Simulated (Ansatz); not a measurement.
Reaction (cleavage of the Si–Ge bond): `[CH3][Ge]([F])([F])[SiH3]` + `[NH2][GaH][SiH3]` → `[SiH3][NH][GaH][SiH3]` + `[CH3][GeH]([F])[F]`

Gas-phase electronic energies from Ansatz, PBE0-D4/def2-TZVP geometries. CCSD(T)/CBS adds triple-zeta CCSD(T) − MP2 to the extrapolated MP2 energy (def2 sets, frozen cores). DFT in def2-TZVPP. For Ga, Ge outer-core shells are correlated without core-valence functions, which leaves a few kJ/mol of doubt a bond. Scalar relativity is left out up to krypton. One conformer a species, not always the lowest.

| level | ΔE (kcal/mol) |
| --- | --- |
| PBE-D4 | -5.1 |
| PBE0-D4 | -7.0 |
| ωB97X-V | -9.0 |
| B2PLYP | -9.7 |
| PBE | -4.8 |
| SCS-MP2/def2-TZVPP | -12.3 |
| MP2/def2-QZVPP | -11.6 |
| SCS-MP2/def2-QZVPP | -12.1 |

Question: What does CCSD(T)/CBS give? (Best estimate.)

Answer: Ansatz gave: -9.7 kcal/mol. The listed levels differ from it by 4.6, 2.7, 0.7, 0.0, 4.9, -2.6, -1.9, -2.4 kcal/mol.

Largest T1 diagnostic among the species: 0.015.

In def2-TZVPP, CCSD(T) changes the Hartree–Fock value by +3.2 kcal/mol (the triples alone add +0.3 kcal/mol) and MP2 by +1.7 kcal/mol. From PBE to PBE0 (25 % exact exchange), in def2-TZVPP and without D4, ΔE moves by −2.0 kcal/mol.
